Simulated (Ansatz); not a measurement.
Total energies of `C[NH2+][B-](C)(C)F`.

Z-matrix (Å, degrees):
```
C
N 1 1.469
H 1 1.088 2 108.0
H 1 1.088 2 108.9 3 -117.9
H 1 1.091 2 111.5 3 121.0
B 2 1.677 1 115.6 3 51.6
H 2 1.017 1 109.9 3 -67.0
H 2 1.015 1 110.8 3 175.4
C 6 1.606 2 108.1 1 59.5
C 6 1.608 2 104.9 1 -176.2
F 6 1.414 2 101.3 1 -59.2
H 9 1.095 6 113.5 2 -65.7
H 9 1.097 6 113.4 2 57.7
H 9 1.094 6 109.1 2 175.9
H 10 1.097 6 113.5 2 -64.8
H 10 1.094 6 109.6 2 176.4
H 10 1.098 6 112.9 2 58.0
```

The species carries charge 0 and has multiplicity 1. Geometry: relaxed with PBE0-D4/def2-TZVP. It is one conformer, not always the lowest. Basis def2-TZVPP, the Gaussian-basis code of Ansatz.

RPA on PBE orbitals: Hartree–Fock energy of these orbitals -298.72697 Eh, correlation -1.85229 Eh (frozen core).

| functional | energy without D4 (Eh) | D4 term (kJ/mol) |
| --- | --- | --- |
| PBE | -300.21251 | -32.1 |
| revPBE | -300.49153 | -108.4 |
| BLYP | -300.47109 | -71.1 |
| r2SCAN | -300.43259 | -8.5 |
| B97M-V | -300.56913 | – |
| PBE0 | -300.25206 | -27.0 |
| r2SCANh | -300.42101 | -8.9 |
| r2SCAN0 | -300.40483 | -9.7 |
| HSE06 (plane-wave form) | -300.23518 | -24.9 |
| BHLYP | -300.43856 | -34.7 |
| CAM-B3LYP | -300.46502 | -26.9 |
| ωB97X-V | -300.51075 | – |
| ωB97M-V | -300.45978 | – |
| PBE-QIDH | -300.21960 | – |

(1) Give the same for LDA (SPW92), B3LYP, LC-ωPBE, B2PLYP. (Estimate.)

B3LYP takes the VWN-RPA correlation (the form of Gaussian; ORCA's B3LYP/G). HSE06 is the plane-wave form, built on full-range PBE exchange. The double hybrids freeze the cores in their second-order part.

Answers

(1) Computed: 
| functional | energy without D4 (Eh) | D4 term (kJ/mol) |
| --- | --- | --- |
| LDA (SPW92) | -298.07083 | – |
| B3LYP | -300.61501 | -50.7 |
| LC-ωPBE | -300.42724 | – |
| B2PLYP | -300.35628 | – |

LC-ωPBE has ω = 0.4 bohr⁻¹.
